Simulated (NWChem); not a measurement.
# C$_{6}$H$_{5}$O, doublet; SMILES Oc1[c]cccc1

```xyz
12

O     -0.1843    -2.3522     0.0000
C     -0.0846    -0.9965     0.0000
C     -1.2287    -0.1989     0.0000
C     -1.2499     1.1792     0.0000
C     -0.0059     1.8542     0.0000
C      1.1795     1.1036     0.0000
C      1.1487    -0.3006     0.0000
H      0.7186    -2.7212     0.0000
H     -2.1963     1.7443     0.0000
H      0.0242     2.9543     0.0000
H      2.1530     1.6165     0.0000
H      2.0909    -0.8770     0.0000
```
Atoms are numbered in this order, from 1.

Results from NWChem. Spin-unrestricted. In the optimisation the excess spin sits in a' (Cs, its own frame). The geometry was optimised at PBE-D3(BJ)/def2-SVP, spin-unrestricted. Not confirmed as a minimum by frequencies. No stability test was run on the SCF state. Level: M06-2X/def2-SVP with SMD (1 M gas to 1 M solution), gas-phase geometry. Reactions with the solvent are ignored.

| solvent | dielectric constant | solvation free energy (kcal/mol) | cavity-dispersion-structure term (kcal/mol) | dipole in solution (D) |
|---|---|---|---|---|
| water | 78.4 | -6.0 | 3.6 | 2.97 |
| 1-propanol | 20.5 | -8.5 | 0.3 | 2.89 |
| ethyl acetate | 5.99 | -7.6 | -2.4 | 2.62 |
| N,N-dimethylformamide | 37.2 | -7.6 | (withheld) | (withheld) |
| diethyl ether | 4.24 | -7.6 | -2.9 | 2.56 |
| 1-octanol | 9.86 | -7.8 | 0.5 | 2.83 |

Problem. What belongs in the gaps?

Solution. 
- N,N-dimethylformamide, cavity-dispersion-structure term (kcal/mol): -1.4
- N,N-dimethylformamide, dipole in solution (D): 2.76
